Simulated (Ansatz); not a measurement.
Species: disilanyl(ethynyl)silane, C2H8Si3 (charge 0, singlet). SMILES: C#C[SiH2][SiH2][SiH3]
Structure (B3LYP-D3(BJ)/def2-TZVP (Ansatz, an electronic-structure program) minimum search):
```xyz
13

C      1.3209     2.4505     1.1530
C      1.4700     1.4185     0.5468
Si     1.5991    -0.1700    -0.3454
Si    -0.3644    -1.3815     0.0718
Si    -2.2232    -0.0333    -0.3981
H      1.1973     3.3635     1.6849
H      1.7299     0.1073    -1.7951
H      2.8113    -0.8872     0.1139
H     -0.3893    -1.8045     1.4950
H     -0.3842    -2.6004    -0.7782
H     -3.4852    -0.7995    -0.2535
H     -2.1321     0.4717    -1.7898
H     -2.2545     1.1219     0.5288
```

Atomisation energy built up term by term with Ansatz (kcal/mol; UHF references for open shells; valence terms freeze the core; atomic spin-orbit terms are left out). Basis-set limits of correlation are two-point, X^-3; Hartree-Fock from the larger set.

```tsv
term	basis	kcal/mol
Hartree-Fock	cc-pV(Q+d)Z	789.75
CCSD correlation	CBS(cc-pV(T+d)Z,cc-pV(Q+d)Z)	243.08
(T)	CBS(cc-pV(T+d)Z,cc-pV(Q+d)Z)	15.29
core correlation	cc-pwCVTZ	1.88
scalar relativity (X2C)	cc-pVTZ-DK against cc-pVTZ	-2.22
sum: De		1047.8
```

(T) makes 1.5 % of the CCSD(T) atomisation energy; under 5 % is typical of single-reference molecules.
